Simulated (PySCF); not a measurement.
Compound: C2H10OPSi3 (doublet state).
Z-matrix (Å and degrees, GFN2-xTB geometry), rows numbered from 1:
```
C 
C   1  1.2776
Si  2  1.9698  1  125.74
Si  3  2.3474  2  109.84  1   -19.42
P   3  2.2868  2   99.80  1  -138.24
Si  3  2.3474  2  107.33  1   113.64
O   6  1.6274  3  108.21  2   143.66
H   1  1.0674  2  136.16  3    -0.72
H   2  1.0822  1  123.02  3  -178.88
H   4  1.4652  3  110.64  2    93.74
H   4  1.4665  3  112.35  2   -26.39
H   4  1.4680  3  112.87  2  -146.40
H   5  1.3842  3   93.74  2   165.75
H   5  1.3822  3   95.81  2    73.22
H   6  1.4683  3  114.25  2    21.38
H   6  1.4576  3  113.53  2  -105.87
H   7  0.9534  6  122.32  3   -59.08
```

The hyperfine couplings belong to this conformer and change with its torsions.

As a line formula: `[H]/[C]=C\[Si@]([SiH3])(P)[SiH2]O` [radical].

The calculation used UKS B3LYP, pcH-1 on C H O P Si, non-relativistic, mean-field spin-orbit, GIAO (PySCF 2.14.0). One conformer (not necessarily the lowest) at the GFN2-xTB geometry, without solvent, vibrations or thermal averaging. A GFN2-xTB geometry isn't a minimum of the functional, and hyperfine couplings can be far from their values at a DFT geometry. No stability test was run, so a lower SCF solution isn't excluded.

(1) Where do the isotropic ENDOR lines of H9, H8, H13/H14, H15 and H16 fall at 1214.7 mT, to first order?

(2) Which pairs are centred on the nuclear Larmor frequency, and which on half the coupling?

(3) At what field would the lower line of H9 fall to zero frequency?

Results:

(1) For S = 1/2 in fast tumbling each set of equivalent nuclei gives two lines, ν± = |νn ± a/2| to first order, with νn = g_N μN B/h and μN/h = 7.62259 MHz/T.

```
 nuclei  isotope     g_N  νn (MHz)  a_iso (MHz)  lower line (MHz)  upper line (MHz)
     H9       1H  5.5857     51.72       138.79             17.68            121.11
     H8       1H  5.5857     51.72        56.68             23.38             80.06
H13/H14       1H  5.5857     51.72         3.43             50.00             53.44
    H15       1H  5.5857     51.72        -1.16             51.14             52.30
    H16       1H  5.5857     51.72         0.81             51.31             52.12
```

(2) Centred on νn, since |a| < 2νn: H8, H13/H14, H15 and H16. Centred on |a|/2 and split by 2νn: H9.

(3) Where νn = |a|/2, that is B = 69.39 MHz/(5.5857 × 7.62259 MHz/T) = 1630 mT, as far as first order holds there.

Nuclei that the bonding pattern makes equivalent are averaged, as if the motion that swaps them (rotation, inversion, ring flip) were fast.
